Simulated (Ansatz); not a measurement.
Cost and result up the ladder for Cs3Ge3Br9 (the lowest singlet isomer of a short search) (15 atoms). The state is a singlet with charge 0. Geometry: PBE-D4/def2-SVP.

```xyz
15

Cs    1.896   -0.602   -2.856
Cs   -3.243    3.695   -0.368
Cs    0.218   -1.856    2.648
Ge    0.391    2.106    1.483
Ge   -2.091   -0.228   -1.907
Ge    3.371   -3.327    0.151
Br   -4.201    0.976   -2.485
Br    0.905    1.510    3.851
Br   -0.544    1.876   -2.016
Br   -1.425   -1.048   -4.186
Br   -1.913    0.864    1.487
Br    0.960   -3.441   -0.673
Br    2.997   -4.108    2.464
Br    3.223   -0.821    0.572
Br   -0.544    4.405    1.837
```

Ansatz on 2 threads of AMD EPYC 7R13 on a shared host and a share (18 GiB) of an NVIDIA H100 80GB HBM3. Times are rough, and most runs start from the orbitals of an earlier one. PBE0-D4/def2-TZVP serves as the yardstick here, not as an exact answer. Differences are given only for rows in sets of like size (and for xTB, whose basis is part of the method), since another set adds its own error. Binding counts from free atoms at the same level (Cs doublet, Ge triplet, Br doublet; other spins of the atoms weren't run), without zero-point energy or a counterpoise term.

In the def2 sets Cs takes a core potential; there is no spin–orbit coupling. Correlated methods freeze 108 core orbitals; core or outer-core shells of Cs, Ge, Br are correlated, in sets that lack core-valence functions. The rows differ in basis, and correlated rows in double-zeta sets carry the largest basis error. Single mean-field runs in def2-SVP, def2-TZVP are fitted with def2-universal-jkfit. The structure comes from a short search, and lower isomers may exist.

Correlated methods converge slowly with the basis, most of all in double-zeta sets.

```csv
level,functions,binding energy per atom (eV),difference from PBE0-D4/def2-TZVP (eV)
LDA (SPW92)/def2-TZVP,663,3.16,0.39
RPA@PBE/def2-SVP,456,2.20,–
PBE-D4/def2-SVP,456,2.86,–
PBE0-D4/def2-TZVP,663,2.77,0.00
PBE0-D4/def2-SVP,456,2.79,–
MP2/def2-SVP,456,2.63,–
PBE-D4/def2-TZVP (with forces),663,2.83,0.06
r2SCAN-D4/def2-TZVP,663,2.81,0.05
```

Problem. Estimate how long each takes.

Solution. PBE-D4/def2-SVP 8 s; PBE0-D4/def2-SVP 8 s; r2SCAN-D4/def2-TZVP 8.5 s; PBE0-D4/def2-TZVP 9.5 s; PBE-D4/def2-TZVP (with forces) 10 s; LDA (SPW92)/def2-TZVP 11 s; RPA@PBE/def2-SVP 12 s; MP2/def2-SVP 12 s. On shared hardware such times vary by a factor of up to 3.
